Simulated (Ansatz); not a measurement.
Basis-set extrapolation for C$_{9}$H$_{12}$O$_{4}$, SMILES `CC(C)(C)OC(=O)Oc1ccco1` (PBE0-D4/def2-TZVP geometry, frozen core, the Gaussian-basis code of Ansatz). Multiplicity 1, RHF reference.

```json
{"": "HF", "def2-TZVPP": "-647.499916", "def2-QZVPP": "-647.528421"}
{"": "MP2 correlation", "def2-TZVPP": "-2.393440", "def2-QZVPP": "-2.561291"}
{"": "CCSD(T) correlation", "def2-TZVPP": "-2.553164", "def2-QZVPP": "not run"}
```

Energies in hartree. Use E(X) = E(∞) + A·exp(−7.88·√X) for Hartree–Fock and E(X) = E(∞) + B·X^(−2.97) for correlation, with X = 3 and 4, and add CCSD(T) minus MP2 of the smaller set to the MP2 limit.

Task: What is the CCSD(T) energy at the basis-set limit?

Result: HF limit: -647.528421 + (-0.028505) × 0.13774 = -647.53235. MP2 limit: -2.561291 + (-0.167851) × 0.74074 = -2.68562. Higher-order term: -2.553164 − (-2.393440) = -0.15972. Total: -650.37769 hartree, 203.7 kcal/mol below CCSD(T)/def2-TZVPP.
